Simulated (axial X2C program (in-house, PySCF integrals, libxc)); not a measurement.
## Correcting the dissociation energy of TiP⁺ for spin–orbit coupling

A spin-free PBE0 curve (one-electron X2C) was computed with an in-house all-electron X2C program for linear molecules (integrals from PySCF), basis Ti dyall-cv3z [10s10p6d4f2g], P dyall-v3z [8s7p2d1f] (cores contracted in-house), for the state M_S = 0, Λ = 0 (closed shell). It gives D0 = 2.199 eV to Ti+ + P, which in a spin-free picture are the weighted means of the ground terms.

Measured levels of the ground terms (NIST Handbook of Basic Atomic Spectroscopic Data), in cm⁻¹: Ti+ 4F: J = 3/2 at 0, J = 5/2 at 94.1, J = 7/2 at 225.7, J = 9/2 at 393.4; P 4S: J = 3/2 at 0.

The molecular state has Λ = 0, so it has no first-order lowering.

(1) How far does each ground level lie under the (2J+1)-weighted mean of its term?

(2) Correct D0.

Second-order spin–orbit effects in the molecule, which grow quickly with Z, are left out. The state is a single determinant with fixed occupations, the lowest that a limited PBE0 search found. De is counted from the lowest determinant-based energies of the atoms at the same level, without counterpoise correction. Without a current term, density functionals place determinants with orbital angular momentum somewhat too high.

Results:

(1) Ti+: (4 × 0 + 6 × 94.1 + 8 × 225.7 + 10 × 393.4)/28 = 225 cm⁻¹; P: a single level, 0.

(2) D0 = 2.199 + (0 − 225)/8065.5 = 2.171 eV at PBE0 with these spin–orbit terms.
